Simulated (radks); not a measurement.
Values are calculated unless marked as measured or tabulated.
Question: These are the eigenvalues of the occupied orbitals of an atom or ion with whole-number occupations (eV). Code: a radial shooting solver on a logarithmic mesh with Libxc functionals. Model: scalar-relativistic Kohn-Sham, BLYP, spin-unpolarised, spherical densities, finite nucleus; Fermi nuclear charge, rms radius of each element as measured or else 0.836 A^(1/3) + 0.57 fm.

1s: -7038.409
2s: -858.5824
2p: -737.3837
3s: -129.6481
3p: -95.2850
3d: -41.1149
4p: -18.8658

Which element is it, and in what charge state? The configuration may be excited.

Answer: Z = 26, iron, charge +2: Fe2+ in [Ar] 3d4 4p2. The list shows which subshells hold electrons but not how many an open one holds; the 1s level, -258.66 hartree, gives Z - s = 22.7 by -(Z - s)^2/2, which with screening and relativity narrows Z to a few neighbours, and the depths of the outer levels then fix element, charge and occupations together.
